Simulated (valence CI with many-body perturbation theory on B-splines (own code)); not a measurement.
## Er37+: electric-dipole lines

Computed by configuration interaction combined with many-body perturbation theory (CI+MBPT): three valence electrons over a frozen Dirac-Fock core [Ar] 3d10, a basis of 11 s, 11 p, 10 d, 8 f, 5 g, 2 h functions for each j, with the one-electron correlation potential Σ1, the two-electron term Σ2, the three-electron term Σ3, Breit, model QED; selected CI, second order for the rest, scaled by the run's own slope (own B-spline code, finite nucleus).

The last digits are not significant, and no measured levels were compared; by estimate large intervals hold to a few tenths of a per cent, small ones and those within an open d or f shell to about a per cent.

Lines 51 to 100 of 549 in falling wavelength, among levels below 652.26 eV, chosen from the strongest by gf and those to the six lowest levels. Wavelengths and rates use the calculated energies. Electric multipoles are in the length gauge, E1 and E2 with the static RPA response of the core. Weak lines are less certain than strong ones. Lines between different terms over intervals too small for the method are left out, as are lines whose strength nearly cancels. Where a level lies close to another of its J and parity, the split of strength between their lines is uncertain. The highest levels of a list are the least certain.

Levels are named by their leading jj configuration (3d3/2^4 stands for four electrons in 3d with j = 3/2), which in mixed levels can hold well under half, so a name can repeat and another be missing. Letters in brackets count levels of one name in rising energy.

| λ vac (nm) | Upper | Lower | A (s⁻¹) | S (a.u.) |
| --- | --- | --- | --- | --- |
| 8.716 | (4p3/2 4d5/2^2) J=7/2 [b] | (4s 4p3/2 4f7/2) J=5/2 [b] | 3.60e+10 | 9.41e-02 |
| 8.689 | (4s 4p1/2 4d3/2) J=3/2 [b] | (4s 4p1/2 4p3/2) J=5/2 | 1.05e+09 | 1.36e-03 |
| 8.680 | (4s 4p3/2 4f5/2) J=5/2 [b] | (4s^2 4f5/2) J=5/2 | 1.04e+11 | 2.02e-01 |
| 8.664 | (4p1/2 4p3/2 4d5/2) J=9/2 | (4s 4p1/2 4d5/2) J=7/2 | 2.69e+10 | 8.64e-02 |
| 8.655 | (4s 4d5/2 4f7/2) J=9/2 [b] | (4s 4p3/2 4f7/2) J=7/2 [a] | 9.58e+10 | 3.06e-01 |
| 8.645 | (4p3/2 4d5/2^2) J=7/2 [b] | (4s 4p3/2 4f7/2) J=5/2 [a] | 6.76e+10 | 1.72e-01 |
| 8.628 | (4p3/2 4d3/2 4d5/2) J=11/2 [a] | (4s 4d3/2 4d5/2) J=9/2 | 3.21e+10 | 1.22e-01 |
| 8.624 | (4s 4d3/2 4f7/2) J=11/2 | (4s 4d5/2^2) J=9/2 | 3.55e+10 | 1.35e-01 |
| 8.601 | (4p1/2 4p3/2 4f5/2) J=9/2 | (4s 4p1/2 4f7/2) J=9/2 | 2.80e+10 | 8.78e-02 |
| 8.590 | (4p1/2 4p3/2 4f7/2) J=5/2 [c] | (4p1/2 4p3/2 4d5/2) J=7/2 [b] | 1.03e+11 | 1.93e-01 |
| 8.583 | (4s 4p1/2 4d5/2) J=5/2 [a] | (4s 4p1/2 4p3/2) J=5/2 | 9.85e+09 | 1.84e-02 |
| 8.581 | (4p1/2 4p3/2 4f7/2) J=9/2 [b] | (4p1/2 4p3/2 4d5/2) J=7/2 [b] | 3.50e+11 | 1.09e+00 |
| 8.577 | (4p1/2 4p3/2 4f7/2) J=9/2 [a] | (4s 4p1/2 4f7/2) J=7/2 [b] | 2.48e+11 | 7.72e-01 |
| 8.575 | (4p1/2 4p3/2 4d3/2) J=5/2 [a] | (4s 4p1/2 4d3/2) J=5/2 | 4.97e+10 | 9.28e-02 |
| 8.574 | (4p1/2 4p3/2 4f7/2) J=7/2 [c] | (4p1/2 4p3/2 4d5/2) J=5/2 [c] | 4.67e+11 | 1.16e+00 |
| 8.569 | (4p1/2 4d5/2^2) J=9/2 | (4s 4p1/2 4f7/2) J=7/2 [a] | 6.36e+10 | 1.97e-01 |
| 8.555 | (4p1/2 4d3/2 4d5/2) J=7/2 [a] | (4p1/2 4p3/2 4d3/2) J=7/2 | 3.54e+10 | 8.75e-02 |
| 8.527 | (4p1/2 4p3/2 4f7/2) J=11/2 | (4s 4p1/2 4f7/2) J=9/2 | 2.08e+11 | 7.65e-01 |
| 8.523 | (4s 4d5/2 4f5/2) J=9/2 | (4s 4p3/2 4f7/2) J=7/2 [a] | 4.11e+10 | 1.26e-01 |
| 8.502 | (4p1/2 4p3/2 4f7/2) J=7/2 [a] | (4s 4p1/2 4f7/2) J=9/2 | 4.43e+10 | 1.08e-01 |
| 8.491 | (4s 4d5/2 4f7/2) J=13/2 | (4s 4p3/2 4f7/2) J=11/2 | 2.40e+11 | 1.01e+00 |
| 8.488 | (4p1/2 4d3/2 4d5/2) J=5/2 [a] | (4p1/2 4p3/2 4d3/2) J=3/2 [a] | 5.10e+10 | 9.23e-02 |
| 8.466 | (4s 4d3/2 4d5/2) J=5/2 [a] | (4s 4p3/2 4d3/2) J=3/2 [a] | 5.37e+10 | 9.66e-02 |
| 8.466 | (4p1/2 4p3/2^2) J=3/2 | (4s 4p1/2 4p3/2) J=5/2 | 4.14e+10 | 4.96e-02 |
| 8.459 | (4p1/2 4p3/2 4f5/2) J=5/2 [b] | (4s 4p1/2 4f5/2) J=3/2 | 5.57e+10 | 9.97e-02 |
| 8.453 | (4p1/2 4p3/2 4d3/2) J=7/2 | (4s 4p1/2 4d3/2) J=5/2 | 4.37e+10 | 1.04e-01 |
| 8.444 | (4s 4p3/2 4f5/2) J=9/2 | (4s 4p3/2 4d5/2) J=7/2 [a] | 1.28e+11 | 3.80e-01 |
| 8.438 | (4p1/2 4p3/2 4f5/2) J=5/2 [b] | (4p1/2 4p3/2 4d5/2) J=5/2 [b] | 4.94e+10 | 8.79e-02 |
| 8.434 | (4p1/2 4p3/2 4f7/2) J=7/2 [a] | (4s 4p1/2 4f5/2) J=5/2 [b] | 5.78e+10 | 1.37e-01 |
| 8.434 | (4p1/2 4d3/2 4d5/2) J=7/2 [a] | (4p1/2 4p3/2 4d3/2) J=5/2 [a] | 7.79e+10 | 1.85e-01 |
| 8.422 | (4s 4d3/2 4f7/2) J=7/2 [a] | (4s 4d3/2 4d5/2) J=9/2 | 4.34e+10 | 1.02e-01 |
| 8.420 | (4p1/2^2 4d5/2) J=5/2 | (4p1/2^2 4p3/2) J=3/2 | 1.29e+11 | 2.27e-01 |
| 8.417 | (4p3/2 4d3/2 4d5/2) J=5/2 [b] | (4p3/2^2 4d3/2) J=3/2 [a] | 6.41e+10 | 1.13e-01 |
| 8.417 | (4p1/2 4p3/2 4d5/2) J=3/2 [b] | (4s 4p1/2 4d5/2) J=5/2 [c] | 1.54e+11 | 1.81e-01 |
| 8.413 | (4p1/2 4p3/2 4f7/2) J=7/2 [b] | (4s 4p1/2 4f7/2) J=7/2 [b] | 5.92e+10 | 1.39e-01 |
| 8.408 | (4p3/2^2 4d5/2) J=7/2 | (4s 4p3/2 4d5/2) J=9/2 | 6.26e+10 | 1.47e-01 |
| 8.403 | (4s 4d3/2 4d5/2) J=7/2 [c] | (4s 4p3/2 4d3/2) J=5/2 [b] | 1.77e+11 | 4.16e-01 |
| 8.403 | (4s 4d3/2 4d5/2) J=7/2 [b] | (4s 4p3/2 4d3/2) J=7/2 | 9.84e+10 | 2.31e-01 |
| 8.401 | (4s 4d3/2 4f7/2) J=7/2 [b] | (4s 4d3/2 4d5/2) J=5/2 [b] | 4.55e+10 | 1.07e-01 |
| 8.400 | (4s 4p3/2 4d3/2) J=3/2 [b] | (4s^2 4d3/2) J=3/2 | 1.62e+11 | 1.90e-01 |
| 8.397 | (4s 4p3/2 4f5/2) J=7/2 [b] | (4s 4p3/2 4d5/2) J=5/2 [b] | 9.20e+10 | 2.15e-01 |
| 8.390 | (4p3/2 4d3/2 4d5/2) J=3/2 [b] | (4s 4d3/2 4d5/2) J=3/2 [a] | 7.69e+10 | 8.97e-02 |
| 8.386 | (4p1/2 4d3/2 4d5/2) J=9/2 | (4p1/2 4p3/2 4d3/2) J=7/2 | 7.25e+10 | 2.11e-01 |
| 8.384 | (4p3/2 4d5/2^2) J=9/2 | (4p3/2^2 4d5/2) J=9/2 | 8.14e+10 | 2.37e-01 |
| 8.383 | (4p3/2 4d3/2 4d5/2) J=3/2 [c] | (4p3/2^2 4d3/2) J=3/2 [b] | 1.31e+11 | 1.53e-01 |
| 8.380 | (4p3/2 4d3/2 4d5/2) J=7/2 [b] | (4s 4d3/2 4d5/2) J=7/2 [b] | 7.01e+10 | 1.63e-01 |
| 8.379 | (4p3/2^2 4f7/2) J=11/2 | (4s 4p3/2 4f5/2) J=9/2 | 8.83e+10 | 3.08e-01 |
| 8.373 | (4p1/2 4d5/2^2) J=9/2 | (4p1/2 4p3/2 4d5/2) J=9/2 | 1.02e+11 | 2.96e-01 |
| 8.364 | (4p1/2 4d3/2 4d5/2) J=7/2 [b] | (4p1/2 4p3/2 4d3/2) J=5/2 [b] | 6.75e+10 | 1.56e-01 |
| 8.363 | (4s 4d3/2 4f7/2) J=9/2 [a] | (4s 4d3/2 4d5/2) J=9/2 | 3.07e+10 | 8.87e-02 |
